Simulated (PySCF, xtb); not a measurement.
CH3FO2Si, SMILES F[SiH2]OC=O.

GFN2-xTB run with xtb at its own geometry gives an orbital gap of 4.84 eV and a dipole moment of 0.29 D.

The structure is a stationary point at PBE0-D3(BJ)/def2-SVP. This is a generated structure with no PubChem entry under its InChIKey; it may be hypothetical. One conformer was computed; it need not be the lowest.

Problem. What does r2SCAN/def2-TZVP (PySCF) give? (An estimate is asked for; the answer gives what the named calculation found.)

Solution. gap 6.02 eV (levels -7.50 and -1.48 eV), dipole 0.59 D.
